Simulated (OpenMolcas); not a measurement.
Computed levels of 3s2 3p3 in ions with 15 electrons, in cm-1 above 4S* 3/2.

| Quantity | Value |
| --- | --- |
| Program | OpenMolcas |
| Method | RASSCF |
| Basis | ANO-RCC-VQZP |
| Scalar Hamiltonian | DKH2, point nucleus |
| Spin-orbit coupling | RASSI with atomic mean-field integrals over the reference wave functions, term energies averaged over their components |

Active space for each ion: 5 electrons in 9 orbitals (RAS2 3s 3p; RAS3 3d, at most 2 electrons).

```
  Level     S+   Ar3+
2D* 3/2  18165  25177
2D* 5/2  18186  25280
2P* 1/2  28392  39355
2P* 3/2  28408  39462
```

Problem. Estimate 2D* 3/2, 2D* 5/2 for Cl2+ from its neighbours S+ and Ar3+.

Solution. 2D* 3/2 is another term, which grows about linearly with the charge: (18165 + 25177) / 2 = 21671. The calculation gives 22093, so the estimate is off by -1.9 %; the measured value is 18053 (Moore, Atomic Energy Levels, vol. I, NSRDS-NBS 35 (1971 reprint of NBS Circular 467, 1949)).
2D* 5/2 is another term, which grows about linearly with the charge: (18186 + 25280) / 2 = 21733. The calculation gives 22142, so the estimate is off by -1.8 %; the measured value is 18120 (Moore, Atomic Energy Levels, vol. I, NSRDS-NBS 35 (1971 reprint of NBS Circular 467, 1949)).

The run also gave levels led by 3s2 3p2 3d, which use shells meant for correlation; these and all levels above them are left out. Without dynamic correlation excited terms often stand tens of per cent too high (terms of higher spin than the ground term too low), and those without a measured partner can miss by more than the paired ones (holds for S+). Measured partners are found by configuration, term and J. A level has none where our copy of the source lacks it or the pairing is in doubt (some pairs that miss far off the trend of their configuration count as doubtful), and it then counts in no deviation. Levels of configurations outside the active space are missing.

* marks odd parity.
